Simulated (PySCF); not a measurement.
**Electronic structure of C⁺ (carbon, charge +1) at the LDA level**

Configuration: [He] 2s2 3d1, 2D determinant (an excited configuration). All numbers are calculated (PySCF 2.14, the spin-free X2C one-electron Hamiltonian (Gaussian nucleus), in x2c-QZVPPall with one added diffuse shell each of s, p, d, f type (8s5p4d3f1g, 73 functions)).

* Total energy: -36.3944 hartree
* One-electron energy: -45.4280 hartree
* Hartree (Coulomb) energy: 13.1958 hartree
* Exchange-correlation energy: -4.1622 hartree
* ⟨S²⟩: 0.7501
* ⟨L²⟩: 6.000
* Sum of ⟨r⟩: 7.334 bohr
* Sum of ⟨r²⟩: 22.78 bohr²
* Traceless quadrupole moment −½Σ⟨3z² − r²⟩ along its main axis: 5.15 e·bohr²
* Langevin diamagnetic susceptibility: -18.0 ×10⁻⁶ cm³/mol

```json
{"shell": "1s β", "electrons": "1", "mean orbital energy (hartree)": "-10.97085", "rms radius, mean of both spins (bohr)": "0.316"}
{"shell": "1s α", "electrons": "1", "mean orbital energy (hartree)": "-10.97056", "rms radius, mean of both spins (bohr)": "0.316"}
{"shell": "2s α", "electrons": "1", "mean orbital energy (hartree)": "-1.21099", "rms radius, mean of both spins (bohr)": "1.50"}
{"shell": "2s β", "electrons": "1", "mean orbital energy (hartree)": "-1.20394", "rms radius, mean of both spins (bohr)": "1.50"}
{"shell": "3d α", "electrons": "1", "mean orbital energy (hartree)": "-0.16670", "rms radius, mean of both spins (bohr)": "4.25"}
```

The outer electron is Rydberg-like, and this basis confines it to a smaller radius and binds it less than a complete one would.
